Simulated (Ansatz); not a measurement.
Two structures, one formula

The two ends of one reaction step of GaNH6O2, singlet (PBE0-D4/def2-TZVP).

A:

Ga1  (0.644, -0.339, -0.394)
H2  (1.143, -1.821, -0.460)
O3  (-0.049, 0.460, -1.875)
O4  (1.414, 0.878, 0.726)
H5  (-1.572, -1.200, 0.989)
N6  (-1.208, -0.330, 0.621)
H7  (0.302, 1.343, -1.998)
H8  (2.275, 0.623, 1.058)
H9  (-1.864, 0.056, -0.050)
H10  (-1.085, 0.330, 1.383)
(Å)

B:

```json
{"atom": "Ga1", "x (Å)": "0.2603", "y (Å)": "0.5856", "z (Å)": "-0.1305"}
{"atom": "H2", "x (Å)": "0.8919", "y (Å)": "-2.2223", "z (Å)": "-0.5175"}
{"atom": "O3", "x (Å)": "0.4048", "y (Å)": "0.7385", "z (Å)": "-1.8962"}
{"atom": "O4", "x (Å)": "1.8162", "y (Å)": "0.6956", "z (Å)": "0.7231"}
{"atom": "H5", "x (Å)": "0.2340", "y (Å)": "-2.2691", "z (Å)": "-0.1635"}
{"atom": "N6", "x (Å)": "-1.3235", "y (Å)": "0.2896", "z (Å)": "0.7180"}
{"atom": "H7", "x (Å)": "-0.4276", "y (Å)": "0.6534", "z (Å)": "-2.3637"}
{"atom": "H8", "x (Å)": "1.7475", "y (Å)": "0.5872", "z (Å)": "1.6729"}
{"atom": "H9", "x (Å)": "-2.1942", "y (Å)": "0.4827", "z (Å)": "0.2504"}
{"atom": "H10", "x (Å)": "-1.4094", "y (Å)": "0.4588", "z (Å)": "1.7070"}
```

Computed with Ansatz 0.2.0 (basis: def2-TZVPP); correlated methods freeze the cores. Filled d shells of the heavier atoms are correlated. The def2 sets are not built for correlating such inner shells, so the correlated values are less sure here. B3LYP uses VWN-RPA correlation.

(1) Which structure is lower at CCSD(T), and by how much? (An estimate is asked for; the value comes from the calculation.)

T1 diagnostic: at most 0.014.

Results:

(1) By the calculation: A, by 0.931 eV (electronic energy, against the other). By their contacts, A is GaNH₆O₂ ([NH3][GaH]([OH])[OH]) and B is a complex of GaNH₄O₂ ([NH2][Ga]([OH])[OH]) + H₂.

All methods give the same order:

```json
{"method": "SPW92", "E(B) − E(A) (eV)": "1.147"}
{"method": "PBE-D4", "E(B) − E(A) (eV)": "0.919"}
{"method": "BLYP-D4", "E(B) − E(A) (eV)": "0.842"}
{"method": "r2SCAN-D4", "E(B) − E(A) (eV)": "0.967"}
{"method": "B97M-V", "E(B) − E(A) (eV)": "1.066"}
{"method": "PBE0-D4", "E(B) − E(A) (eV)": "0.996"}
{"method": "B3LYP-D4", "E(B) − E(A) (eV)": "0.922"}
{"method": "r2SCAN0-D4", "E(B) − E(A) (eV)": "1.019"}
{"method": "BHLYP-D4", "E(B) − E(A) (eV)": "1.011"}
{"method": "CAM-B3LYP-D4", "E(B) − E(A) (eV)": "0.983"}
{"method": "wB97X-V", "E(B) − E(A) (eV)": "0.963"}
{"method": "wB97M-V", "E(B) − E(A) (eV)": "0.974"}
{"method": "B2PLYP", "E(B) − E(A) (eV)": "0.899"}
{"method": "PBE-QIDH", "E(B) − E(A) (eV)": "0.990"}
{"method": "RPA on PBE", "E(B) − E(A) (eV)": "0.890"}
{"method": "HF", "E(B) − E(A) (eV)": "0.977"}
{"method": "MP2", "E(B) − E(A) (eV)": "0.869"}
{"method": "CCSD", "E(B) − E(A) (eV)": "0.951"}
{"method": "CCSD(T)", "E(B) − E(A) (eV)": "0.931"}
```

Labels in which every atom is bracketed show which atoms are joined, not bond orders.

For scale, one of the runs: CCSD(T)/def2-TZVPP, 225 basis functions, launched by `ansatz run in.yaml --threads 4 --pin off --events-out ev --progress --plain --max-ram 9574MiB`. Time: 48 s of wall clock on 4 CPU threads of an AMD EPYC 9R45; the host was shared. Peak host memory: 3.9 GiB.
